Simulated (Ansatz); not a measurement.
Molecule: sum formula ZnO₂H₂ (charge 0, triplet). The spin state was set by rule; other spins were not relaxed. 
Structure (B3LYP-D3(BJ)/def2-TZVP (Ansatz, a first-principles code) minimum search):
```
O
H 1 0.9685
Zn 1 1.9921 2 115.46
O 3 1.9921 1 72.00 2 73.83
H 4 0.9685 3 115.46 1 -73.83
```
Charge 0, spin multiplicity 3.

Total electronic energies in hartree. Correlated levels leave the core frozen unless marked. Open shells are spin-unrestricted. No spin-orbit coupling. The frozen core is the preceding noble-gas configuration, with the filled d and f shells of earlier blocks. Non-relativistic.  The program attaches cautions to a run behind CCSD/def2-SVP: other roots. The program attaches cautions to a run behind CCSD(T)/STO-3G: other amplitudes. The program attaches cautions to a run behind CCSD(T)/6-31G: other roots.

The Hartree-Fock reference is unstable (checked in the largest basis), which strains HF and MP2. 

```json
[
 {"level": "HF/def2-QZVPPD", "program": "Ansatz", "energy (Eh)": "-1928.73012"},
 {"level": "RI-HF/def2-TZVPPD", "program": "Ansatz", "energy (Eh)": "[?]"},
 {"level": "BLYP-D3(BJ)/def2-TZVPD", "program": "Ansatz + dftd3", "energy (Eh)": "[?]"},
 {"level": "revPBE-D4/def2-TZVPD", "program": "Ansatz + dftd4", "energy (Eh)": "[?]"},
 {"level": "r2SCAN/def2-TZVPD", "program": "Ansatz", "energy (Eh)": "-1930.94586"},
 {"level": "PBE0/def2-TZVP", "program": "Ansatz", "energy (Eh)": "-1930.60938"},
 {"level": "BHLYP-D4/def2-TZVPD", "program": "Ansatz + dftd4", "energy (Eh)": "-1930.90392"},
 {"level": "r2SCAN0/def2-TZVPD", "program": "Ansatz", "energy (Eh)": "-1930.87471"},
 {"level": "CAM-B3LYP/def2-TZVPD", "program": "Ansatz", "energy (Eh)": "-1931.08693"},
 {"level": "B2GP-PLYP/def2-TZVPD", "program": "Ansatz", "energy (Eh)": "-1930.47052"},
 {"level": "RPA@PBE/def2-TZVPP", "program": "Ansatz", "energy (Eh)": "-1929.98010"},
 {"level": "CCSD/def2-SVP", "program": "Ansatz", "energy (Eh)": "-1928.88766"},
 {"level": "CCSD(T)/STO-3G", "program": "Ansatz", "energy (Eh)": "-1906.41867"},
 {"level": "CCSD(T)/6-31G", "program": "Ansatz", "energy (Eh)": "-1928.69796"}
]
```

### Question
What belongs in the gaps?

### Answer

- RI-HF/def2-TZVPPD, energy (Eh): -1928.68187
- BLYP-D3(BJ)/def2-TZVPD, energy (Eh): -1931.10865
- revPBE-D4/def2-TZVPD, energy (Eh): -1930.87573
